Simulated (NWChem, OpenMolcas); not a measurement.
**TlBr (SMILES [Br][Tl]): methods side by side**

TlBr: 2 atoms, total charge 0, spin state singlet. SMILES: `[Br][Tl]`. The bond length is the measured one.

```xyz
2

Br    0.0000    0.0000    0.0000
Tl    0.0000    0.0000    2.6182
```

Quantity: the energy change with the Br1–Tl2 bond stretched from 2.618 to 3.927 Å, in eV. The values are calculated.

| level | kind | program | value (eV) | less CCSD(T)/def2-TZVPPD | CPU time (all runs) |
| --- | --- | --- | --- | --- | --- |
| revPBE/def2-TZVPPD (core potential) (restricted) | GGA | OpenMolcas | 1.43 | -0.26 | 50 s |
| r2SCAN/def2-TZVPPD (core potential) (restricted) | meta-GGA | OpenMolcas | 1.69 | 0.00 | 60 s |
| B3LYP/def2-TZVPPD (core potential) (restricted) | global hybrid | NWChem | 1.52 | -0.17 | 98 s |
| M06-2X/def2-TZVPPD (core potential) (restricted) | hybrid meta-GGA | OpenMolcas | 1.58 | -0.11 | 52 s |
| CAM-B3LYP/def2-TZVPPD (core potential) (restricted) | range-separated hybrid | NWChem | 1.68 | -0.01 | 4.3 min |
| wB97X/def2-TZVPPD (core potential) (restricted) | range-separated hybrid | NWChem | 1.70 | +0.01 | 4.6 min |
| MP2/def2-TZVPPD (core potential) (restricted) | perturbation theory | OpenMolcas | 1.76 | +0.07 | 16 s |
| CCSD(T)/def2-TZVPPD (core potential) (restricted) | coupled cluster or CI | NWChem | 1.69 | 0.00 | 18 min |

Differences are taken from CCSD(T)/def2-TZVPPD (core potential) (restricted) for orientation; it has basis-set and higher-order errors of its own. The first shape isn't each level's own minimum. The values span 1.43 to 1.76 eV. In the correlated wave-function rows the outer d shell of Br is correlated, in sets not made for it. Times are those of the runs behind each value, whatever else they computed, on shared processors of several kinds: orders of magnitude only.
